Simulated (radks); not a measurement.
Problem. Species: Ru I. Configuration: [Kr] 4d6 5s1 5p1 (not the ground configuration). Calculated with a radial shooting solver on a logarithmic mesh with Libxc functionals: Dirac Kohn-Sham, LDA (Slater exchange, Perdew-Wang correlation), spin-unpolarised, spherical densities, finite nucleus; open shells fill j = l - 1/2 first; Fermi nuclear charge, rms radius 4.4809 fm. Some entries of the table are withheld. Estimate them.

orbital  occ.  eigenvalue (hartree)  <1/r> (bohr^-1)
1s1/2       2             -804.8426            45.83
2s1/2       2             -115.8785            10.48
2p1/2       2             -107.1599            10.47
2p3/2       4             -102.3566            9.916
3s1/2       2                   (1)            3.619
3p1/2       2                   (2)              (3)
3p3/2       4                   (4)              (5)
3d3/2       4             -10.31506            3.215
3d5/2       6             -10.15598            3.181
4s1/2       2              -2.97680            1.360
4p1/2       2                   (6)            1.239
4p3/2       4                   (7)            1.197
4d3/2       4              -0.34335           0.8570
4d5/2       2              -0.33020           0.8456
5s1/2       1              -0.23273           0.4147
5p1/2       1              -0.08514              (8)
5p3/2       0              -0.07869              (9)

Solution. 
(1) 3s1/2 eigenvalue (hartree): -20.53329
(2) 3p1/2 eigenvalue (hartree): -17.14769
(3) 3p1/2 <1/r> (bohr^-1): 3.524
(4) 3p3/2 eigenvalue (hartree): -16.33213
(5) 3p3/2 <1/r> (bohr^-1): 3.390
(6) 4p1/2 eigenvalue (hartree): -1.96114
(7) 4p3/2 eigenvalue (hartree): -1.83348
(8) 5p1/2 <1/r> (bohr^-1): 0.3007
(9) 5p3/2 <1/r> (bohr^-1): 0.2894
